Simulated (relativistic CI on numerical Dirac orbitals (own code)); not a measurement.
Transition arrays of Ce XXI

Calculated at this level of theory: Dirac-Coulomb-Breit CI, separate exchange-only KLI orbitals for each configuration, model QED, valence Slater integrals scaled by 0.9, whole transition arrays (own radial code, finite nucleus).

Configuration list (outside the closed core [Ar] 3d10 4s2): 4p⁶4d², 4p⁶4d4f, 4p⁵4d³, 4p⁶4d5p, 4p⁶4d5f. Levels of other configurations are missing.

All E1 lines from the levels of 4p⁶4d²; mean and standard deviation are weighted by gf, and upper levels are sorted by their leading configuration.

```
Upper configuration  Lines    Σgf  Mean (eV)  Mean (nm)  σ (eV)  Strongest line (nm)
            4p⁶4d4f     25   49.6     138.34      8.963    3.42                8.882
             4p⁵4d³    522  208.8     138.49      8.952    8.46                8.754
            4p⁶4d5p     60    9.7     206.84      5.994    2.87                5.959
            4p⁶4d5f     81   14.1     301.25      4.116    2.59                4.127
```

Σgf per state of the lower configuration in bins of 0.2 nm over the central range (centre: value): 4.1: 0.30, 5.9: 0.12, 6.1: 0.09, 8.3: 0.02, 8.5: 0.26, 8.7: 2.35, 8.9: 2.20, 9.1: 0.39, 9.3: 0.06, 9.5: 0.03, 10.1: 0.04, 10.3: 0.04, 10.5: 0.05, 10.7: 0.04, 10.9: 0.04, 11.1: 0.04.

Task: How do configuration mixing and the scaling of the Slater integrals move the arrays?

Result: Slater scale 0.9, no configuration mixing: 4p⁶4d4f 126.2 ± 4.2 eV (Σgf 62.0), 4p⁵4d³ 131.7 ± 10.9 eV (Σgf 179.3), 4p⁶4d5p 206.9 ± 2.8 eV (Σgf 11.0), 4p⁶4d5f 301.2 ± 2.6 eV (Σgf 15.1); Slater scale 1: 4p⁶4d4f 140.8 ± 2.6 eV (Σgf 48.9), 4p⁵4d³ 141.1 ± 8.5 eV (Σgf 214.6), 4p⁶4d5p 206.8 ± 3.0 eV (Σgf 9.5), 4p⁶4d5f 301.3 ± 2.7 eV (Σgf 14.0); Slater scale 0.8: 4p⁶4d4f 135.7 ± 4.2 eV (Σgf 50.4), 4p⁵4d³ 135.9 ± 8.5 eV (Σgf 202.9), 4p⁶4d5p 206.8 ± 2.8 eV (Σgf 9.8), 4p⁶4d5f 301.2 ± 2.5 eV (Σgf 14.2). With mixing, levels are counted to their leading configuration, so an array can shrink or vanish into another, and the sums then hold other lines.
